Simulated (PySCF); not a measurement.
## A small calculation by hand: oscillator strength and radiative lifetime

AsBFH₃O, SMILES OB(F)[AsH2].

Coordinates come from a r2SCAN-D4/def2-SVP optimisation. One conformer was computed; it need not be the lowest.

PySCF with TDDFT-PBE0/def2-SVPD puts the first singlet state with f over 0.02 at 6.06 eV (vertical), with the transition dipole (0.237, 0.146, 0.246) in atomic units.

Question: Find the oscillator strength, the wavelength and the radiative lifetime that this transition would have in vacuum if emission retraced absorption.

Answer: 
|μ|² = 0.1380 au, so |μ| = 0.94 D. ΔE = 6.06/27.211 = 0.2227 hartree. f = (2/3) ΔE |μ|² = 0.020 (the program prints 0.020).
λ = 1239.84/6.06 = 205 nm; ν = 48877 cm⁻¹.
Einstein's coefficient A = 0.6670 ν² f s⁻¹ (ν in cm⁻¹) = 3.3e7 s⁻¹, so τ = 1/A = 31 ns. This state is S1. The figure is the radiative limit of this one transition; relaxation, internal conversion, crossing to triplets and a medium change what is measured.
